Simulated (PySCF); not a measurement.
Geometry (Å), atoms numbered from 1 in this order:
```xyz
20

Cl    3.7475    0.4291   -0.0789
C     2.1979    1.1645    0.1508
C     1.0883    0.4536    0.2308
C     0.9523   -1.0429    0.1534
C    -0.5657   -1.2271    0.2533
C    -1.1942   -0.7102   -1.0470
C    -1.0103    0.8174   -0.9449
C    -0.3033    0.9944    0.4112
C    -0.9431   -0.1217    1.2405
H     2.2361    2.2393    0.2215
H     1.4705   -1.5169    0.9898
H     1.3738   -1.4440   -0.7691
H    -0.8712   -2.2378    0.5190
H    -0.7033   -1.1275   -1.9250
H    -2.2503   -0.9767   -1.0943
H    -1.9703    1.3333   -0.9404
H    -0.4113    1.2204   -1.7602
H    -0.3509    2.0047    0.8102
H    -0.4796   -0.2426    2.2181
H    -2.0179    0.0014    1.3582
```

PySCF 2.14 calculation with structure optimised with GFN2-xTB and shielding tensors at PBE0/pcSseg-1 (GIAO); no solvent model, one computed conformer, non-relativistic Hamiltonian.

**Question.** List the cross peaks expected in HSQC, COSY and HMBC spectra.

**Answer.** 

HSQC (one-bond C–H):
```tsv
δH	δC
6.08 (H10)	119.7 (C2)
2.65 (H18)	48.1 (C8)
2.39 (H11)	40.7 (C4)
2.30 (H13)	39.5 (C5)
2.02 (H12)	40.7 (C4)
1.76 (H16)	32.7 (C7)
1.72 (H15)	31.4 (C6)
1.34 (H19)	41.7 (C9)
1.32 (H17)	32.7 (C7)
1.31 (H14)	31.4 (C6)
1.28 (H20)	41.7 (C9)
```

COSY cross peaks (H two or three bonds apart, from the bond graph; peaks can be absent where the dihedral angle is near 90°):
```tsv
δH	δH
2.65 (H18)	1.76 (H16)
2.65 (H18)	1.34 (H19)
2.65 (H18)	1.32 (H17)
2.65 (H18)	1.28 (H20)
2.39 (H11)	2.30 (H13)
2.39 (H11)	2.02 (H12)
2.30 (H13)	2.02 (H12)
2.30 (H13)	1.72 (H15)
2.30 (H13)	1.34 (H19)
2.30 (H13)	1.31 (H14)
2.30 (H13)	1.28 (H20)
1.76 (H16)	1.72 (H15)
1.76 (H16)	1.32 (H17)
1.76 (H16)	1.31 (H14)
1.72 (H15)	1.32 (H17)
1.72 (H15)	1.31 (H14)
1.34 (H19)	1.28 (H20)
1.32 (H17)	1.31 (H14)
```

HMBC (two and three bonds, from the bond graph):
```tsv
δH	δC
6.08 (H10)	157.8 (C3), 48.1 (C8), 40.7 (C4)
2.65 (H18)	157.8 (C3), 119.7 (C2), 41.7 (C9), 40.7 (C4), 39.5 (C5), 32.7 (C7), 31.4 (C6)
2.39 (H11)	157.8 (C3), 119.7 (C2), 48.1 (C8), 41.7 (C9), 39.5 (C5), 31.4 (C6)
2.30 (H13)	157.8 (C3), 48.1 (C8), 41.7 (C9), 40.7 (C4), 32.7 (C7), 31.4 (C6)
2.02 (H12)	157.8 (C3), 119.7 (C2), 48.1 (C8), 41.7 (C9), 39.5 (C5), 31.4 (C6)
1.76 (H16)	157.8 (C3), 48.1 (C8), 41.7 (C9), 39.5 (C5), 31.4 (C6)
1.72 (H15)	48.1 (C8), 41.7 (C9), 40.7 (C4), 39.5 (C5), 32.7 (C7)
1.34 (H19)	157.8 (C3), 48.1 (C8), 40.7 (C4), 39.5 (C5), 32.7 (C7), 31.4 (C6)
1.32 (H17)	157.8 (C3), 48.1 (C8), 41.7 (C9), 39.5 (C5), 31.4 (C6)
1.31 (H14)	48.1 (C8), 41.7 (C9), 40.7 (C4), 39.5 (C5), 32.7 (C7)
1.28 (H20)	157.8 (C3), 48.1 (C8), 40.7 (C4), 39.5 (C5), 32.7 (C7), 31.4 (C6)
```

Referencing at the same level of theory: $^{1}$H, $^{13}$C against TMS.

Short H···H contacts in this conformer between protons four or more bonds apart (candidates for NOE cross peaks, intensity ∝ r⁻⁶): H12···H14 2.40 Å, H11···H19 2.63 Å, H15···H20 2.65 Å, H16···H20 2.66 Å, H10···H18 2.66 Å.

Carbons that carry Cl, above all several Cl atoms, come out too deshielded, partly because spin–orbit coupling is missing. Shifts are as computed. Against solution values, carbons near 30 ppm lie about +3 ppm off and those near 130 ppm about +5 ppm; carbons on Cl a further +6 ppm. Of 1211 compounds with measured shifts, 218 miss one by over three times the rms of a fit or turn the order of signals round; such compounds aren't used in these exercises.
